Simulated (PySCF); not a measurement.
tetrasiletane (H8Si4), SMILES [SiH2]1[SiH2][SiH2][SiH2]1.

Geometry: PBE0-D3(BJ)/def2-SVP.

Method: TDA-PBE/def2-SVPD (PySCF).

Vertical excitations; the highest root listed may be one member of a degenerate set. Isolated molecule, no solvent. State labels are in the subgroup D2.

Computed lowest excited states:
| state | symmetry | energy (eV) | λ (nm) | f | main pairs |
|---|---|---|---|---|---|
| S1 | B1 | 4.78 | 259 | 0.000 | HOMO→LUMO 100 % |
| S2 | B3 | 5.37 | 231 | 0.001 | HOMO−1→LUMO (degenerate set) |
| S3 | B2 | 5.37 | 231 | 0.001 | HOMO−2→LUMO (degenerate set) |
| S4 | B3 | 5.70 | 217 | 0.109 | HOMO→LUMO+1 (degenerate set) |
| S5 | B2 | 5.70 | 217 | 0.109 | HOMO→LUMO+2 (degenerate set) |
| S6 | A | 5.70 | 217 | 0.000 | HOMO−1→LUMO+2, HOMO−2→LUMO+1 (degenerate set) |
| S7 | B1 | 5.73 | 216 | 0.000 | HOMO−1→LUMO+1 50 %, HOMO−2→LUMO+2 50 % |
| S8 | A | 5.95 | 208 | 0.000 | HOMO−2→LUMO+1 49 %, HOMO−1→LUMO+2 49 % |
| S9 | B1 | 5.96 | 208 | 0.006 | HOMO−2→LUMO+2 44 %, HOMO−1→LUMO+1 44 %, HOMO→LUMO+7 8 % |
| S10 | A | 5.99 | 207 | 0.000 | HOMO→LUMO+3 89 % |
| T1 | B1 | 4.56 | 272 | 0 | HOMO→LUMO 99 % |
| T2 | B3 | 4.77 | 260 | 0 | HOMO−1→LUMO (degenerate set) |
| T3 | B2 | 4.77 | 260 | 0 | HOMO−2→LUMO (degenerate set) |
| T4 | B3 | 5.01 | 247 | 0 | HOMO→LUMO+1 97 % |
Triplets are in the Tamm–Dancoff approximation.
